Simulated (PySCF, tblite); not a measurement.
Isomers of C5H10OSSi2. Calculated harmonic vibrations of the isolated species, GFN2-xTB (tblite), most abundant isotopes, no scaling. Errors from tens to a few hundred cm⁻¹ against measured bands are possible. Modes of hydrogen on silicon can be 10 to 20 % off. One conformer each.

Electronic energies: PBE0/pcSseg-1 single points on the GFN2-xTB geometries (PySCF, gas phase).

```json
{"SMILES": "[SiH3]O[SiH2]Cc1cccs1", "electronic energy, lowest = 0 (kJ/mol)": "0.0"}
{"SMILES": "[SiH3]OC[SiH2]c1cccs1", "electronic energy, lowest = 0 (kJ/mol)": "166.2"}
{"SMILES": "C#C[SiH2]S[Si@@H](C)CC=O", "electronic energy, lowest = 0 (kJ/mol)": "166.7"}
{"SMILES": "C#C[SiH2][C@@H]1COCS[SiH2]1", "electronic energy, lowest = 0 (kJ/mol)": "279.7"}
```

How do GFN2-xTB zero-point energies change the relative energies?

```csv
SMILES,ZPE (kJ/mol),of it from modes above 1550 cm⁻¹,electronic (kJ/mol),"with ZPE, lowest = 0 (kJ/mol)",lowest mode (cm⁻¹),rings
[SiH3]O[SiH2]Cc1cccs1,335.4,169.2,0.0,0.0,18,1
[SiH3]OC[SiH2]c1cccs1,333.9,158.4,166.2,164.8,23,1
C#C[SiH2]S[Si@@H](C)CC=O,336.8,191.8,166.7,168.1,17,0
C#C[SiH2][C@@H]1COCS[SiH2]1,340.7,174.9,279.7,285.1,31,1
```

The zero-point energies span 6.8 kJ/mol, from `[SiH3]OC[SiH2]c1cccs1` to `C#C[SiH2][C@@H]1COCS[SiH2]1`. The order is unchanged.

And how do the electronic energies of GFN2-xTB itself compare?

`[SiH3]O[SiH2]Cc1cccs1` 0.0; `[SiH3]OC[SiH2]c1cccs1` 194.7; `C#C[SiH2]S[Si@@H](C)CC=O` 397.4; `C#C[SiH2][C@@H]1COCS[SiH2]1` 411.7 kJ/mol, lowest = 0. Against the energies above, taken from the same isomer `[SiH3]O[SiH2]Cc1cccs1`, the largest difference is 230.7 kJ/mol.
